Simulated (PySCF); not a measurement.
# Dipole moment and polarisability of `C[C](C)(C)[GeH2][GeH2][GeH3]`

Compound: C4H16Ge3.
Numbering: `[CH3:1][C:2]([CH3:3])([CH3:4])[GeH2:5][GeH2:6][GeH3:7]` (hydrogens: H8, H9, H10 on C1; H11, H12, H13 on C3; H14, H15, H16 on C4; H17, H18 on Ge5; H19, H20 on Ge6; H21, H22, H23 on Ge7)

Geometry (PBE0-D3(BJ)/def2-SVP, Å), atoms numbered from 1 in this order:
```
atom  x, y, z in Å
C1    -2.822   -0.596   -0.375
C2    -1.396   -0.119   -0.100
C3    -1.229    1.332   -0.547
C4    -1.079   -0.256    1.388
Ge5   -0.154   -1.265   -1.151
Ge6    2.116   -0.404   -1.177
Ge7    2.916    0.289    1.004
H8    -3.545    0.018    0.192
H9    -3.085   -0.515   -1.442
H10   -2.971   -1.644   -0.070
H11   -0.211    1.708   -0.356
H12   -1.438    1.460   -1.621
H13   -1.928    1.986    0.006
H14   -1.778    0.358    1.984
H15   -1.172   -1.297    1.735
H16   -0.062    0.090    1.629
H17   -0.157   -2.698   -0.571
H18   -0.660   -1.343   -2.610
H19    2.201    0.816   -2.121
H20    3.080   -1.473   -1.732
H21    4.401    0.696    0.943
H22    2.764   -0.852    2.029
H23    2.110    1.500    1.513
```

Level: wB97X-D/def2-SVPD (PySCF), static field, nuclei fixed, core orbitals frozen in the response. The polarisability tensor in these axes (au):

```
x   173.84   5.62   5.68
y     5.62 133.96   9.23
z     5.68   9.23 146.49
```

Problem. Give the principal values, the mean and the anisotropy Δα = √{½[(α1 − α2)² + (α2 − α3)² + (α1 − α3)²]}.

Solution. Principal values 128.94, 149.05 and 176.30 au; mean 151.43 au = 22.44 Å³ = 24.97 × 10⁻⁴⁰ C²·m²/J; Δα = 41.17 au (27 % of the mean).

Problem. What is the dipole moment, and where does it point?

Solution. (-0.88, 0.29, 0.29) D, 0.97 D in size, pointing from the negative to the positive side. Measured along this direction, the outermost atoms are H20 at the negative end and H8 at the positive end.

Problem. Find the Langevin capture rate constant for NO+ (29.998 u) meeting this molecule (285.889 u), k = 2.342 × 10⁻⁹ cm³/s × √(α in Å³ / reduced mass in u).

Solution. The reduced mass is 27.15 u, so k = 2.13 × 10⁻⁹ cm³/s. The formula leaves out the permanent dipole, which adds to the capture rate.

Problem. What would n − 1 = 2πNα be for an ideal gas of these molecules at 400 K and 1 atm, electronic part alone?

Solution. N = p/kT = 1.8347 × 10¹⁹ cm⁻³, so n − 1 = 2π × N × 22.44 × 10⁻²⁴ cm³ = 2587 × 10⁻⁶ at long wavelengths, for an ideal gas.

Problem. How large is μ²/3kT at 273 K beside α?

Solution. In Gaussian units μ²/3kT = 8.31 Å³ against 22.44 Å³, a ratio of 0.37; the Debye molar polarisation (4π/3)N_A(α + μ²/3kT) is 77.6 cm³/mol, leaving out the vibrational part.

Isolated species at its PBE0-D3(BJ)/def2-SVP geometry (one conformer only). The calculation is non-relativistic, for germanium too.
